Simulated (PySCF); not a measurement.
From computed data to an observable: refractive index and permittivity of the vapour

Se(Me)(OSiH3) (CH6OSeSi), SMILES [Se](C)O[SiH3].

Coordinates come from a TPSSh-D3(BJ)/def2-SVP optimisation. This is a generated structure with no PubChem entry under its InChIKey; it may be hypothetical. One conformer was computed; it need not be the lowest.

PBE/def2-TZVP (PySCF) gives a mean static polarisability of 70.3 bohr³ and a dipole moment of 1.69 D. Take an ideal gas at 298.15 K and 1 bar, whether or not the substance is that volatile.

Question: Work out n − 1 in the optical limit and the static ε − 1.

Answer: 
Polarisability volume α' = 70.3 × 0.148185 = 10.42 Å³. Number density N = p/kT = 2.43e-5 Å⁻³.
Dilute limit of Lorentz–Lorenz: n − 1 = 2π N α' = 0.0016.
Orientation term of Debye: μ²/(3kT) = 8.098 Å³ × μ²(D²) = 23.13 Å³.
ε − 1 = 4π N (α' + μ²/3kT) = 0.010. Orientation of the dipole supplies 69 % of the static response; it can't follow optical fields. Vibrational polarisation and dispersion are left out.
